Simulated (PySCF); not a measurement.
## Computed properties of Be(F)(OH) (BeFHO), SMILES [OH][Be][F]

Be(F)(OH) (BeFHO), SMILES [Be]([F])[OH]. Geometry: TPSSh-D3(BJ)/def2-TZVP. Other conformers were not sampled. All values are computed for the isolated molecule unless a solvent is named; none is compared with measurement here.

**Structure.** The optimised structure has Cs symmetry. All 6 harmonic modes at TPSSh-D3(BJ)/def2-TZVP (PySCF) are real, so it is a minimum. With heavy atoms numbered as in [Be:1]([F:2])[OH:3], the shortest bond between them is Be1–F2 at 1.392 Å and the longest Be1–O3 at 1.424 Å.

**Vibrations.** The strongest infrared lines (harmonic, unscaled, degenerate partners summed) lie at 1531 cm⁻¹ (371 km/mol, Be 80 %, O 10 %, F 9 %), 549 cm⁻¹ (228 km/mol, H 63 %, O 18 %, Be 17 %), 3944 cm⁻¹ (106 km/mol, H 94 %). The softest mode is at 299 cm⁻¹ and the zero-point energy is 10.6 kcal/mol.

**Electronic structure.** M06-2X/def2-TZVPD (PySCF) places the frontier levels at -11.36 and -0.51 eV, a gap of 10.85 eV, and gives a dipole moment of 1.96 D and a mean polarisability of 17.8 bohr³. PBE/def2-TZVPD (PySCF) at the same geometry gives -7.85 and -1.34 eV, so its gap is 4.34 eV narrower. An orbital gap is neither the optical nor the fundamental gap.

**Excitations.** TDA-CAM-B3LYP/def2-TZVPD (PySCF) has S1 at 7.40 eV (167 nm, f = 0.056, bright); the most intense of the 10 singlets computed lies at 9.84 eV (f = 0.09). T1 (TDA) is at 7.01 eV, 0.39 eV under S1. No vertical singlet excitation falls in the visible range (under 3.1 eV).

**NMR.** GIAO shifts at PBE0/pcSseg-2 (PySCF) (non-relativistic, atoms alike by connectivity averaged): ¹H at 1.5 ppm against TMS; ¹⁹F at -219.6 ppm against CFCl3.
